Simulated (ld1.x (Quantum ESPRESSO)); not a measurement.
## potassium (K): excitation energies, all-electron against TM semilocal

potassium, norm-conserving Troullier–Martins (semilocal form), made with ld1.x (Quantum ESPRESSO) 7.5 (LDA (PZ), scalar-relativistic). Core [Ne] 3s2, reference 3p6 3d0.5 4s0.5 4p0. Waves: 4s (bound): rc 3.35 bohr; 3p (bound): rc 1.25 bohr; 3d (bound): rc 4.20 bohr. Local part: the d channel. Core correction: Bessel-smoothed model core, default radius (core density twice the valence density).

Energies are relative to the spin-unpolarised reference configuration 3p6 3d0.5 4s0.5 4p0; without spin polarisation the order of configurations can differ from experiment. Spin-polarised rows fill each open shell by Hund’s rule, majority spin first.

| valence configuration | charge | ΔE all-electron (eV) | error AE − PS (meV) |
| --- | --- | --- | --- |
| 3p6 3d0 4s1 4p0 | 0 | -1.250 | -1.1 |
| 3p6 3d0 4s0 4p0 | +1 | 3.157 | +6.0 |
| 3p6 3d0 4s0.5 4p0 | +0.5 | 0.460 | +2.2 |
| 3p6 3d1 4s0 4p0 | 0 | 1.264 | +0.1 |
| 3p6 3d0 4s0 4p1 | 0 | 0.380 | +2.6 |
| 3p5 3d0 4s1 4p0 | +1 | 23.713 | -121 |
| 3p6 3d0.5 4s0.5 4p0 (spin-polarised) | 0 | -0.087 | +1.0 |

Problem. What are ΔE and the potential's error for 3p6 3d0 4s1 4p0 (spin-polarised)?

Solution. ΔE = -1.390 eV all-electron; the error (AE − PS) is -0.5 meV.

Levels in the configuration 3p6 3d0 4s0 4p1:

| level | all-electron (eV) | pseudo (eV) |
| --- | --- | --- |
| 3p | -20.314 | -20.234 |
| 4p | -1.410 | -1.407 |
